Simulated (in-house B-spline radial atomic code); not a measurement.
A run on an ion of nuclear charge 57 with 57.3 electrons that did not converge. Method: scalar-relativistic (X2C) Hartree-Fock with fractional occupations, spin-polarised, spherical fractional occupations, Fermi nucleus of rms radius 4.855 fm; computed with a B-spline radial code for spherical atoms.

Command:
```bash
python run_scf.py task.json out
```
Settings (nuclear radius in fm, mass in u):
```
Z                57
configuration    [Xe] 5d1.3 6s2
hamiltonian      x2c
method           hf,
spin_polarised   True
nucleus          fermi
rms_radius       4.855
atomic_mass      138.90636
speed_of_light   137.035999084
```

First and last ten iterations of the last attempt (damped for 15 steps, keeping 80 % of the old Fock matrix, then DIIS):
```
 iter        energy (Eh)    residual
    1       -8483.442502    5.26e-01
    2       -8487.197052    2.14e-01
    3       -8488.199529    1.46e-01
    4       -8488.698920    9.99e-02
    5       -8488.949279    6.83e-02
    6       -8489.075640    4.67e-02
    7       -8489.139810    3.23e-02
    8       -8489.172543    2.26e-02
    9       -8489.189269    1.58e-02
   10       -8489.087141    1.66e-02
  111       -8489.078721    2.06e-02
  112       -8489.078771    2.03e-02
  113       -8489.078425    2.04e-02
  114       -8489.077665    2.05e-02
  115       -8489.077998    2.05e-02
  116       -8489.078650    2.02e-02
  117       -8489.076927    2.05e-02
  118       -8489.077480    2.05e-02
  119       -8489.083100    1.92e-02
  120       -8489.201001    6.23e-03
 not converged after 120 iterations
```

The smallest residual met was 1.7e-03; the threshold is about 6e-07. No energy from this run should be used. Cost of the run: 6.2 s on 1 thread of Arm Neoverse V1, on a shared host.
